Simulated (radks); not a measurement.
The numbers below are computed, except where a source is named.
Problem. The mean radii <r> (bohr) of the occupied orbitals of an atom or ion are listed with their occupations. Code: a radial shooting solver on a logarithmic mesh with Libxc functionals. Model: Dirac Kohn-Sham, OLYP, spin-unpolarised, spherical densities, point nucleus.

| orbital | occ. | <r> |
|---|---|---|
| 1s1/2 | 2 | 0.01744 |
| 2s1/2 | 2 | 0.07295 |
| 2p1/2 | 2 | 0.06017 |
| 2p3/2 | 4 | 0.06848 |
| 3s1/2 | 2 | 0.1899 |
| 3p1/2 | 2 | 0.1800 |
| 3p3/2 | 4 | 0.1953 |
| 3d3/2 | 4 | 0.1704 |
| 3d5/2 | 6 | 0.1751 |
| 4s1/2 | 2 | 0.4230 |
| 4p1/2 | 2 | 0.4264 |
| 4p3/2 | 4 | 0.4602 |
| 4d3/2 | 4 | 0.4714 |
| 4d5/2 | 6 | 0.4826 |
| 5s1/2 | 2 | 0.9720 |
| 4f5/2 | 6 | 0.5290 |
| 5p1/2 | 2 | 1.051 |
| 4f7/2 | 8 | 0.5365 |
| 5p3/2 | 4 | 1.141 |
| 5d3/2 | 2 | 1.460 |
| 5d5/2 | 3 | 1.499 |
| 5f5/2 | 0.428571 | 3.795 |
| 5f7/2 | 0.571429 | 3.815 |

Name the element and its charge. Open shells, if any, are shared by 2j + 1.

Solution. Z = 77, iridium, charge +3: Ir3+ in [Xe] 4f14 5d5 5f1. The 1s radius gives Z: for a bare nucleus <r> = (2 gamma + 1)/(2Z) with gamma = sqrt(1 - (Z/c)^2), 0.01724 bohr for Z = 77, and screening makes it slightly larger (0.01744 here). The occupations add up to 74, and the charge is Z minus that.
